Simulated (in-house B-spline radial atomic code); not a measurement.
RPA and G0W0 on Hartree-Fock: the gallium ion Ga⁺

Configuration [Ar] 3d10 4s2, mean-field start Hartree-Fock. Computed with a B-spline radial code for spherical atoms: all electrons, non-relativistic, point nucleus, each spin shell either full or empty, empty states to l = 9 with an (l + 1/2)⁻⁴ tail; G0W0 by contour deformation at full frequency.

Command:
```bash
python run_gw.py task.json out
```
Settings (radii: box in bohr, nucleus in fm):
```
Z                        31
electrons                30
configuration            [Ar] 3d10 4s2
hamiltonian              nr
method                   hf
lmax                     9
spin_polarised           False
box_radius               23.78
intervals                53
ion_configuration        [Ar] 3d10 4s1
```

Run time, properties included: 5.5 s on 1 thread of Arm Neoverse N1, on a shared host.

Energies (hartree):

```tsv
term	value
mean-field total	-1923.05972
Hartree-Fock functional on these orbitals	-1923.05972
direct second order	-2.3673
second-order exchange	0.68762
SOSEX correction	0.63027
```

Question: What is the RPA correlation energy, and what remains with SOSEX?

Answer: RPA gives -2.0421 hartree (-1.85 eV per electron); RPA + SOSEX gives -1.4119, and the second-order doubles (MP2) -1.6797 hartree. RPA lacks exchange-type terms and so overcorrelates at short range.

Quasi-particle levels (eV):

| level | occupied | mean field | Σx - vxc | Σc | QP weight | G0W0 |
| --- | --- | --- | --- | --- | --- | --- |
| 4s | yes | -18.723 | 0.00 | ? | ? | ? |
| 3d | yes | -40.68 | 0.00 | 2.49 | 0.866 | -38.19 |
| 4p | no | -5.304 | 0.00 | -0.75 | 0.972 | -6.055 |

G0W0 = mean field + (Σx - vxc) + Σc, with Σc (partial-wave tail included) taken at the quasi-particle energy. Only the outer levels were computed. Levels of low weight are left out.

Question: Where does G0W0 put 4s?

Answer: At -20.127 eV, with Σc = -1.40 eV and a quasi-particle weight of 0.960. The tabulated removal energy is 20.515 eV (NIST, measured); the calculation leaves out relativity, Breit and QED terms, and what these don't explain is the method's own error.

Question: What does it cost to remove one electron (to [Ar] 3d10 4s1) by differences of total energies, each species on its own start (correlation terms add to the Hartree-Fock functional)?

Answer: Hartree-Fock functional 18.449 eV, + RPA 19.991 eV, + RPA + SOSEX 19.637 eV, + second order 20.163 eV. Tabulated: 20.515 eV (NIST, measured); the calculation leaves out relativity, Breit and QED terms, and what these don't explain is the method's own error.
